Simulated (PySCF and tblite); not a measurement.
The numbers below are computed, except where a source is named.
C₇H₆O₂S₂, numbered as in [CH3:1][O:2][c:3]1[cH:4][s:5][c:6]2[c:7]([OH:8])[cH:9][s:10][c:11]12.

Conformers came from 90 starts (ETKDG, MMFF94s, GFN2-xTB); geometries are GFN2-xTB. Free energies are CAM-B3LYP-D3(BJ)/6-31G* single points with GFN2-xTB rigid-rotor and vibrational terms (modes under about 100 cm⁻¹ blended into free rotors). Symmetry numbers and mirror images are counted. Conformers within 2.5 kcal/mol (GFN2-xTB free energy) were kept, 4 at most. Codes: tblite and PySCF.

Torsions listed: C1–O2–C3–C4, C6–C7–O8–H8.

```csv
conformer,shape,symmetry
1,"0°, 180°",Cs
2,"0°, 0°",Cs
3,"180°, 0°",Cs
```

(1) Which of these conformers is the most populated at 298.15 K, and with what share?

(2) Give the DFT energies and free energies relative to the lowest, and all weights.

(3) How does its share change from 250 K to 350 K?

Answers

(1) Conformer 1, about 84 %.

(2) 
```
conformer     shape  E(DFT) kcal/mol  G(298.15 K) kcal/mol  weight %
        1  0°, 180°             0.00                  0.00      83.6
        2    0°, 0°             1.04                  0.97      16.3
        3  180°, 0°             4.20                  4.03       0.1
```

(3) From 88 % to 80 %; the mixing entropy goes from 0.75 to 1.03 cal/(mol K).


Conformer gaps in 6-31G* on xTB geometries can be 2 kcal/mol off for S=O, P=O and other polar bonds.